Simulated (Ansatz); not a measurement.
Z-matrix (Å, degrees):
```
Zr
S 1 2.415
Cl 1 2.326 2 110.3
S 1 2.409 2 104.2 3 117.7
Cl 1 2.330 2 108.8 3 -123.6
H 2 1.350 1 90.7 3 67.0
H 4 1.350 1 89.0 2 82.6
```

Charge 0, multiplicity 1. Zr takes the def2 core potential.

Task: List the PBE/def2-TZVPP orbital energies in eV (Ansatz 0.2.0). (An estimate is asked.)

Result: Computed: Occupied: -2739.23, -2739.23, -2396.25, -2396.01, -249.81, -249.81, -209.23, -208.99, -190.42, -190.42, -190.39, -190.38, -190.38, -190.37, -155.37, -155.22, -155.21, -155.14, -154.99, -154.97, -55.89, -33.55, -33.49, -33.39, -20.29, -20.15, -18.25, -17.99, -10.66, -10.44, -9.54, -9.32, -8.85, -8.68, -8.59, -8.28, -8.03, -7.78, -7.19, -6.90. Lowest empty: -3.34, -3.21, -2.46, -2.30, -2.18, -1.27, -0.47, 0.19.
